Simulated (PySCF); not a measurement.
## C8H11: g tensor and hyperfine couplings

Compound: C₈H₁₁ (doublet state).
Structure used (GFN2-xTB), in Å, numbered top down from 1:
```xyz
19
C8H11 angstrom
C      4.6284   -0.2564    1.0497
C      3.3574   -0.2723    0.3751
C      2.2447   -0.2952   -0.1475
C      1.1118   -0.3105   -0.8111
C     -0.1168   -0.3636   -1.2281
C     -1.3267   -0.5042   -0.3358
C     -2.2715    0.6885   -0.4944
C     -3.5195    0.5296    0.3653
H      5.0833   -1.2477    1.0110
H      5.3033    0.4568    0.5709
H      4.5098    0.0318    2.0974
H     -0.3447   -0.2927   -2.2883
H     -1.8583   -1.4213   -0.6080
H     -1.0083   -0.5882    0.7049
H     -1.7444    1.6022   -0.2096
H     -2.5622    0.7845   -1.5436
H     -4.1654    1.3990    0.2660
H     -4.0823   -0.3522    0.0652
H     -3.2486    0.4211    1.4134
```

The hyperfine couplings belong to this conformer and change with its torsions.

Identity: `CCC/C=[C]\C#CC` [radical].

Level of theory: PySCF, UKS B3LYP, pcH-1 on C H, non-relativistic, mean-field spin-orbit, GIAO. Isolated species at its GFN2-xTB geometry (one conformer only). GFN2-xTB frequencies show an imaginary mode (26i cm⁻¹), so this geometry is no minimum at that level. A GFN2-xTB geometry isn't a minimum of the functional, and hyperfine couplings can be far from their values at a DFT geometry. The SCF solution wasn't tested for stability. ⟨S²⟩ is 0.776 where a pure state has 0.75.

| Property | Result |
| --- | --- |
| g1, g2, g3 | 2.00138, 2.00219, 2.00285 |
| g_iso | 2.00214 |
| Form of g | rhombic: the two nearest values differ by 45 % of g3 − g1 |
| ⟨S²⟩ | 0.7755 (exact 0.7500) |
| α and β electrons | 30, 29 |
| Total energy | -311.37442 Eh |

Hyperfine couplings atom by atom, in 10⁻⁴ cm⁻¹; T1 to T3 are the principal values of the dipolar part (1 × 10⁻⁴ cm⁻¹ = 2.998 MHz):

```json
{"atom": "C1", "isotope": "13C", "a_iso": "-7.5", "T1": "-0.4", "T2": "0.1", "T3": "0.3", "Mulliken spin population": "-0.05"}
{"atom": "C2", "isotope": "13C", "a_iso": "17.6", "T1": "-17.0", "T2": "-10.7", "T3": "27.8", "Mulliken spin population": "0.58"}
{"atom": "C3", "isotope": "13C", "a_iso": "-23.0", "T1": "-7.0", "T2": "-1.1", "T3": "8.0", "Mulliken spin population": "-0.26"}
{"atom": "C4", "isotope": "13C", "a_iso": "26.9", "T1": "-21.1", "T2": "-15.4", "T3": "36.5", "Mulliken spin population": "0.72"}
{"atom": "C5", "isotope": "13C", "a_iso": "-14.6", "T1": "-5.4", "T2": "1.7", "T3": "3.7", "Mulliken spin population": "-0.15"}
{"atom": "C6", "isotope": "13C", "a_iso": "21.4", "T1": "-2.0", "T2": "-1.8", "T3": "3.8", "Mulliken spin population": "0.05"}
{"atom": "C7", "isotope": "13C", "a_iso": "-1.9", "T1": "-0.1", "T2": "-0.1", "T3": "0.2", "Mulliken spin population": "0.00"}
{"atom": "C8", "isotope": "13C", "a_iso": "0.7", "T1": "-0.1", "T2": "-0.1", "T3": "0.1", "Mulliken spin population": "0.00"}
{"atom": "H9", "isotope": "1H", "a_iso": "4.2", "T1": "-1.0", "T2": "-0.9", "T3": "1.9", "Mulliken spin population": "0.00"}
{"atom": "H10", "isotope": "1H", "a_iso": "19.7", "T1": "-1.1", "T2": "-0.9", "T3": "1.9", "Mulliken spin population": "0.02"}
{"atom": "H11", "isotope": "1H", "a_iso": "26.2", "T1": "-1.1", "T2": "-0.8", "T3": "1.9", "Mulliken spin population": "0.03"}
{"atom": "H12", "isotope": "1H", "a_iso": "36.1", "T1": "-1.3", "T2": "-1.2", "T3": "2.5", "Mulliken spin population": "0.05"}
{"atom": "H13", "isotope": "1H", "a_iso": "-2.2", "T1": "-0.9", "T2": "-0.5", "T3": "1.4", "Mulliken spin population": "0.00"}
{"atom": "H14", "isotope": "1H", "a_iso": "-1.4", "T1": "-1.6", "T2": "-0.2", "T3": "1.8", "Mulliken spin population": "0.00"}
{"atom": "H15", "isotope": "1H", "a_iso": "0.4", "T1": "-0.4", "T2": "-0.3", "T3": "0.7", "Mulliken spin population": "0.00"}
{"atom": "H16", "isotope": "1H", "a_iso": "0.0", "T1": "-0.3", "T2": "-0.2", "T3": "0.5", "Mulliken spin population": "0.00"}
{"atom": "H17", "isotope": "1H", "a_iso": "0.7", "T1": "-0.1", "T2": "-0.1", "T3": "0.2", "Mulliken spin population": "0.00"}
{"atom": "H18", "isotope": "1H", "a_iso": "0.0", "T1": "-0.2", "T2": "-0.1", "T3": "0.3", "Mulliken spin population": "0.00"}
{"atom": "H19", "isotope": "1H", "a_iso": "0.1", "T1": "-0.2", "T2": "-0.1", "T3": "0.3", "Mulliken spin population": "0.00"}
```

Largest spin populations (Mulliken): C4 (+0.72), C2 (+0.58), C3 (-0.26) and C5 (-0.15). The positive populations add up to 1.47 and the negative ones to -0.47, together 2S = 1.

Axes: g1 points within 2° of the C3–C4 bond.

Under fast tumbling the dipolar parts average out, and these isotropic splittings remain: 1 × 1H (H12, I = 1/2, 2 lines) with 3.86 mT, 3 × 1H (H9/H10/H11, I = 1/2, 4 lines) with 1.79 mT and 2 × 1H (H13/H14, I = 1/2, 3 lines) with 0.19 mT.

Means are taken over nuclei equivalent by connectivity, which assumes that they swap fast. The three 1H nuclei of mean +50.1 MHz run from 12.6 to 78.7 MHz in the frozen geometry.

The 13C coupling of C4 (80.6 MHz) shows only in satellite lines or after enrichment, since that isotope makes up about 1.07 % of natural carbon.

β density exceeds α density at some nuclei, such as C3 (-0.0614), C5 (-0.0389) and C1 (-0.0199), spin density in bohr⁻³. In a single determinant that takes different orbitals for the two spins, that is spin polarisation.
